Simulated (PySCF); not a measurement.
# Ne (neon, neutral) across methods

[Ne], closed-shell 1S. Calculation: PySCF 2.14, in x2c-TZVPPall with one added diffuse shell each of s, p, d type (6s4p3d1f, 40 functions); the spin-free X2C one-electron Hamiltonian (Gaussian nucleus).

```json
{"method": "LDA", "E (hartree)": "-128.3618", "mean ε 1s (eV)": "-825.72", "mean ε 2s (eV)": "-36.111", "mean ε 2p (eV)": "-13.538", "Σ⟨r²⟩ (bohr²)": "9.859", "⟨S²⟩": "0.000"}
{"method": "PBE0", "E (hartree)": "-129.0049", "mean ε 1s (eV)": "-846.27", "mean ε 2s (eV)": "-40.686", "mean ε 2p (eV)": "-15.981", "Σ⟨r²⟩ (bohr²)": "9.662", "⟨S²⟩": "0.000"}
{"method": "BP86", "E (hartree)": "-129.1083", "mean ε 1s (eV)": "-831.40", "mean ε 2s (eV)": "-36.486", "mean ε 2p (eV)": "-13.427", "Σ⟨r²⟩ (bohr²)": "9.792", "⟨S²⟩": "0.000"}
{"method": "r2SCAN", "E (hartree)": "-129.0672", "mean ε 1s (eV)": "-837.69", "mean ε 2s (eV)": "-38.386", "mean ε 2p (eV)": "-13.968", "Σ⟨r²⟩ (bohr²)": "9.638", "⟨S²⟩": "0.000"}
{"method": "r2SCANh", "E (hartree)": "-129.0627", "mean ε 1s (eV)": "-843.22", "mean ε 2s (eV)": "-39.851", "mean ε 2p (eV)": "-14.961", "Σ⟨r²⟩ (bohr²)": "9.601", "⟨S²⟩": "0.000"}
{"method": "HSE06", "E (hartree)": "-129.0166", "mean ε 1s (eV)": "-845.93", "mean ε 2s (eV)": "-40.236", "mean ε 2p (eV)": "-15.567", "Σ⟨r²⟩ (bohr²)": "9.666", "⟨S²⟩": "0.000"}
{"method": "UHF", "E (hartree)": "-128.67919", "mean ε 1s (eV)": "-892.90", "mean ε 2s (eV)": "-52.676", "mean ε 2p (eV)": "-23.131", "Σ⟨r²⟩ (bohr²)": "9.378", "⟨S²⟩": "0.000"}
{"method": "wB97X-V", "E (hartree)": "-129.0704", "mean ε 1s (eV)": "-845.47", "mean ε 2s (eV)": "-43.102", "mean ε 2p (eV)": "-18.563", "Σ⟨r²⟩ (bohr²)": "9.730", "⟨S²⟩": "0.000"}
```

(1) Estimate the same row for PBE.

Results:

(1) E (hartree) = -128.9996; mean ε 1s (eV) = -830.67; mean ε 2s (eV) = -36.393; mean ε 2p (eV) = -13.330; Σ⟨r²⟩ (bohr²) = 9.835; ⟨S²⟩ = 0.000.
